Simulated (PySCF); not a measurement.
Geometry:
```json
{"atom": "C1", "x (Å)": "3.089", "y (Å)": "-1.386", "z (Å)": "-0.389"}
{"atom": "C2", "x (Å)": "2.206", "y (Å)": "-0.260", "z (Å)": "-0.851"}
{"atom": "O3", "x (Å)": "2.516", "y (Å)": "0.567", "z (Å)": "-1.667"}
{"atom": "O4", "x (Å)": "1.023", "y (Å)": "-0.258", "z (Å)": "-0.263"}
{"atom": "Si5", "x (Å)": "-0.073", "y (Å)": "0.914", "z (Å)": "-0.691"}
{"atom": "N6", "x (Å)": "-1.405", "y (Å)": "0.467", "z (Å)": "0.306"}
{"atom": "Si7", "x (Å)": "-1.256", "y (Å)": "-0.912", "z (Å)": "1.376"}
{"atom": "Si8", "x (Å)": "-2.815", "y (Å)": "1.468", "z (Å)": "0.113"}
{"atom": "H9", "x (Å)": "3.296", "y (Å)": "-1.262", "z (Å)": "0.672"}
{"atom": "H10", "x (Å)": "2.566", "y (Å)": "-2.329", "z (Å)": "-0.520"}
{"atom": "H11", "x (Å)": "4.018", "y (Å)": "-1.387", "z (Å)": "-0.951"}
{"atom": "H12", "x (Å)": "-0.378", "y (Å)": "0.778", "z (Å)": "-2.111"}
{"atom": "H13", "x (Å)": "0.466", "y (Å)": "2.221", "z (Å)": "-0.334"}
{"atom": "H14", "x (Å)": "-0.174", "y (Å)": "-0.680", "z (Å)": "2.334"}
{"atom": "H15", "x (Å)": "-2.538", "y (Å)": "-1.004", "z (Å)": "2.074"}
{"atom": "H16", "x (Å)": "-1.018", "y (Å)": "-2.128", "z (Å)": "0.596"}
{"atom": "H17", "x (Å)": "-3.814", "y (Å)": "0.997", "z (Å)": "1.065"}
{"atom": "H18", "x (Å)": "-3.288", "y (Å)": "1.347", "z (Å)": "-1.267"}
{"atom": "H19", "x (Å)": "-2.432", "y (Å)": "2.856", "z (Å)": "0.373"}
```

All values are calculated (PySCF): GFN2-xTB geometry, shieldings: GIAO PBE0/pcSseg-1. No solvent model, fast rotation and ring inversion assumed for equivalent nuclei, non-relativistic, one conformer.

References, each an isolated molecule treated in the same way: ¹³C (σ = 186.93 ppm), ¹H (σ = 31.72 ppm), ²⁹Si (σ = 349.16 ppm) vs TMS; H2O for ¹⁷O (σ = 336.08 ppm); ¹⁵N (σ = 267.73 ppm) against NH3.

```tsv
atoms	nucleus	count	Hirshfeld charge	δ (ppm)
H14/H15/H16/H17/H18/H19	¹H	6	-0.08	?
N6	¹⁵N	1	-0.35	-3.5
H9/H10/H11	¹H	3	0.06	2.24
H12/H13	¹H	2	-0.08	?
O3	¹⁷O	1	-0.25	?
O4	¹⁷O	1	-0.17	208.9
Si7/Si8	²⁹Si	2	0.35	-49.0
Si5	²⁹Si	1	0.41	-22.7
C2	¹³C	1	0.23	177.0
C1	¹³C	1	-0.12	24.0
```

Estimate the values marked ?.

Answers


- H12/H13: 5.35 ppm, hydrogen on a silicon bonded to N, O
- H14/H15/H16/H17/H18/H19: 4.80 ppm, hydrogen on a silicon bonded to N
- O3: 470.4 ppm, carbonyl oxygen

Shifts are as computed. Against solution values, carbons near 30 ppm lie about +3 ppm off and those near 130 ppm about +5 ppm. Of 1211 compounds with measured shifts, 218 miss one by over three times the rms of a fit or turn the order of signals round; such compounds aren't used in these exercises. Unscaled 17O shifts of doubly bonded oxygen tend to come out too high, by tens of ppm or more. Experimental scales use liquid or dissolved standards, which lie at an offset from isolated NH3 (liquid NH3: subtract about 20 ppm) and H2O (liquid H2O: subtract about 36 ppm).
